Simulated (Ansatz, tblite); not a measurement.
Cost and result up the ladder for Zn2O2⁺ (the lowest doublet isomer of a short search) (4 atoms). The state is a doublet with charge 1. Geometry: PBE-D4/def2-SVP.

Cartesian coordinates in Å:
```
Zn 1.343 0.527 0.757
Zn -0.486 -1.087 1.110
O 0.042 0.693 -1.027
O -0.898 -0.133 -0.841
```

Ansatz on 4 threads of Arm Neoverse V2 on a shared host; xTB runs through tblite on one thread. Times are rough, summed over both states, and most runs start from the orbitals of an earlier one. ωB97X-V/def2-TZVP serves as the yardstick here, not as an exact answer. Differences are given only for rows in sets of like size (and for xTB, whose basis is part of the method), since another set adds its own error. The other state is a quartet at its own geometry, which has other bonds, so the gap mixes isomer and spin.

The xTB rows come from tblite. Correlated methods freeze 20 core orbitals. The rows differ in basis, and correlated rows in double-zeta sets carry the largest basis error. In CCSD on the charge 1 doublet the largest single amplitude is 0.23, so its Hartree–Fock determinant may place the open shell otherwise than the density functionals do. The structure holds one bond between oxygen atoms, so isomers without such links may lie far lower. In the quartet geometry the species has come apart into loosely held pieces. The structure comes from a short search, and lower isomers may exist.

Run but left out: HF/STO-3G (doublet: ⟨S²⟩ 3.87, where a pure state has 0.75).

Correlated methods converge slowly with the basis, most of all in double-zeta sets (MP2 moves by 0.10 eV from def2-SVP to def2-TZVP here).

xTB has no spin-polarisation term.

| level | functions | wall time |
| --- | --- | --- |
| GFN1-xTB | 16 | 0.003 s |
| GFN2-xTB | 16 | 0.004 s |
| PBE-D4/def2-TZVP (with forces) | 158 | 5.3 s |
| BLYP-D4/def2-TZVP | 158 | 5.7 s |
| PBE0-D4/def2-TZVP | 158 | 8.2 s |
| RPA@PBE/def2-TZVP | 158 | 8.3 s |
| MP2/def2-TZVP | 158 | 8.9 s |
| r2SCAN-D4/def2-TZVP | 158 | 12 s |
| CAM-B3LYP-D4/def2-TZVP | 158 | 14 s |
| r2SCAN0-D4/def2-TZVP | 158 | 16 s |
| B97M-V/def2-TZVP | 158 | 18 s |
| CCSD(T)/def2-SVP | 90 | 21 s |
| ωB97X-V/def2-TZVP | 158 | 32 s |

Estimate what each level gives for the quartet − doublet (eV).


| level | quartet − doublet (eV) | difference from ωB97X-V/def2-TZVP (eV) | remarks |
| --- | --- | --- | --- |
| GFN1-xTB | 1.81 | 1.73 | – |
| GFN2-xTB | 2.00 | 1.91 | – |
| PBE-D4/def2-TZVP (with forces) | 0.50 | 0.42 | – |
| BLYP-D4/def2-TZVP | 0.42 | 0.33 | – |
| PBE0-D4/def2-TZVP | 0.14 | 0.06 | spin-contaminated (⟨S²⟩ 0.84) (doublet) |
| RPA@PBE/def2-TZVP | 0.12 | 0.04 | – |
| MP2/def2-TZVP | -0.01 | -0.09 | spin-contaminated (⟨S²⟩ 3.88) (quartet) |
| r2SCAN-D4/def2-TZVP | 0.30 | 0.22 | spin-contaminated (⟨S²⟩ 0.86) (doublet) |
| CAM-B3LYP-D4/def2-TZVP | 0.04 | -0.04 | spin-contaminated (⟨S²⟩ 0.86) (doublet) |
| r2SCAN0-D4/def2-TZVP | -0.01 | -0.09 | spin-contaminated (⟨S²⟩ 0.95) (doublet) |
| B97M-V/def2-TZVP | 0.43 | 0.35 | – |
| CCSD(T)/def2-SVP | 0.08 | – | – |
| ωB97X-V/def2-TZVP | 0.08 | 0.00 | – |
